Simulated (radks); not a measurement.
Effect of the nuclear size on the cerium ion Ce+, [Xe] 4f1 5d2. All-electron calculation, Dirac Kohn-Sham, BLYP, spin-unpolarised, spherical densities, finite nucleus; open shells fill j = l - 1/2 first; Fermi nuclear charge, rms radius 4.8771 fm. Program: a radial shooting solver on a logarithmic mesh with Libxc functionals. The rms radius is varied about that value; shifts are against it.

rms radius (fm) = 3.9066: total energy shift (eV) -3.78; density at nucleus (e/bohr^3) 4.012e+05; 1s1/2 shift (meV) -1570; 2s1/2 shift (meV) -192; 5s1/2 shift (meV) -1.55; 5p1/2 shift (meV) 0.074; 6s1/2 (empty) shift (meV) -0.197
rms radius (fm) = 4.5113: total energy shift (eV) -1.50; density at nucleus (e/bohr^3) 3.893e+05; 1s1/2 shift (meV) -625; 2s1/2 shift (meV) -76.4; 5s1/2 shift (meV) -0.616; 5p1/2 shift (meV) 0.029; 6s1/2 (empty) shift (meV) -0.078
rms radius (fm) = 4.8771: total energy shift (eV) 0; density at nucleus (e/bohr^3) 3.831e+05; 1s1/2 shift (meV) 0.000; 2s1/2 shift (meV) 0.000; 5s1/2 shift (meV) 0.000; 5p1/2 shift (meV) 0.000; 6s1/2 (empty) shift (meV) 0.000
rms radius (fm) = 5.3453: total energy shift (eV) 2.06; density at nucleus (e/bohr^3) 3.758e+05; 1s1/2 shift (meV) 856; 2s1/2 shift (meV) 105; 5s1/2 shift (meV) 0.843; 5p1/2 shift (meV) -0.040; 6s1/2 (empty) shift (meV) 0.107
rms radius (fm) = 5.4038: total energy shift (eV) 2.33; density at nucleus (e/bohr^3) 3.75e+05; 1s1/2 shift (meV) 967; 2s1/2 shift (meV) 118; 5s1/2 shift (meV) 0.953; 5p1/2 shift (meV) -0.045; 6s1/2 (empty) shift (meV) 0.121

Slopes of the eigenvalues against <r^2> in GHz/fm^2, as finite differences over the two radii next to the reference (eigenvalue slopes, not the field-shift constants of lines): 1s1/2 43500, 2s1/2 5330, 5s1/2 42.9, 5p1/2 -2.04, 6s1/2 (empty) 5.47.
